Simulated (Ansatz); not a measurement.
```yaml
crystal:
  periodic: [false, false, false]
  atoms:
    - {symbol: In, position_ang: [1.457841, -3.516092, 0.168211]}
    - {symbol: In, position_ang: [-0.317617, -0.646167, 0.917392]}
    - {symbol: In, position_ang: [2.812180, 1.281559, 0.101271]}
    - {symbol: In, position_ang: [-2.561703, -0.585014, -1.592727]}
    - {symbol: Se, position_ang: [-0.240245, 2.920340, 0.698737]}
    - {symbol: Se, position_ang: [-1.895350, 1.384351, 1.422503]}
    - {symbol: Se, position_ang: [-0.268534, 2.620652, -1.665920]}
    - {symbol: Se, position_ang: [0.319663, 0.316987, -1.768331]}
    - {symbol: Se, position_ang: [-1.381939, -2.785279, -0.007007]}
    - {symbol: Se, position_ang: [2.075705, -0.991348, 1.725870]}
basis:
  gaussian: {orbitals: def2-SVP}
magnetization: {spin_polarized: true, initial_magnetization: 2}
hamiltonian: {xc: pbe0, dispersion: d4}
scf: {omitted_lower_state_checks: [starts]}
output: {orbitals: {seedname: orbitals}}
```

```sh
$ ansatz run in.yaml --threads 4 --pin off --events-out ev --progress --plain --max-ram 6963MiB
```

(1) Does this run fit into the memory that it is given?

Answers

(1) No. It has 296 basis functions, and Ansatz plans for 9 GiB where 7 GiB are given.
